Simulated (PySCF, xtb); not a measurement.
FH6NSi2, SMILES N[SiH2][SiH2]F.

Coordinates come from a PBE-D3(BJ)/def2-SVP optimisation. The structure was generated by enumeration, and PubChem lists no compound with its InChIKey, so it may never have been made. The values are those of a single conformer.

Method: PySCF with C-PCM-B3LYP/def2-SVP.

The values are the electrostatic part of the solvation free energy, E(continuum) − E(gas) at the gas-phase geometry, in a cavity of scaled van der Waals radii (PySCF's table); cavitation and dispersion terms are not included. In vacuum the orbital gap is 6.30 eV. The dipole moment in vacuum is 1.28 D.

| solvent | ε | ΔG(elec) (kcal/mol) | dipole (D) | gap (eV) |
|---|---|---|---|---|
| water | 78.36 | -4.5 | 1.57 | 6.30 |
| chloroform | 4.71 | ? | ? | ? |
| n-hexane | 1.88 | -2.0 | 1.40 | 6.30 |

Q: Complete the blanks. (An estimate is asked for; the answer gives what the named calculation found.)

A: 
- chloroform, ΔG(elec) (kcal/mol): -3.6
- chloroform, dipole (D): 1.50
- chloroform, gap (eV): 6.30

For comparison, GFN2-xTB/ALPB(water) (xtb, at the GFN2-xTB geometry, all terms of that model) gives -2.8 kcal/mol.
